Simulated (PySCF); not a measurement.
# Dipole response of Bi⁺ (bismuth, charge +1)

[Xe] 4f14 5d10 6s2 6p2, high-spin 3P determinant. Computed with PySCF 2.14 in aug-cc-pwCVTZ-DK3 with one added diffuse shell each of s, d, f type (12s10p9d6f1g, 138 functions), with scalar relativity by spin-free X2C-1e. Coupled (time-dependent) response in atomic units; α is the mean over directions.

```csv
method,mean α (bohr³),"α xx, yy, zz",C₆ (like pair),S(−4)
B3LYP,27.30,"23.34, 29.28, 29.28",252.6,196.8
```

S(−4) is the Cauchy moment in α(ω) = α(0) + S(−4) ω² + …

Spin-orbit coupling is absent.

α(iu) at B3LYP:

| u (hartree) | α(iu) (bohr³) |
| --- | --- |
| 0 | 27.30 |
| 0.0500 | 26.82 |
| 0.100 | 25.51 |
| 0.200 | 21.59 |
| 0.300 | 17.58 |
| 0.500 | 11.79 |
| 0.750 | 7.857 |
| 1.00 | 5.744 |
| 1.50 | 3.616 |
| 2.00 | 2.555 |
| 3.00 | 1.496 |
| 5.00 | 0.6937 |

For an ion, C₆ is the dispersion term alone; charge-induced terms of lower order in 1/R come first.

The components differ because the open shell of this determinant is not spherical; for a pure term their mean is the scalar polarisability.

Spin-orbit coupling is strong in this species (close to jj coupling), so the high-spin LS determinant is a model state, not a physical level.
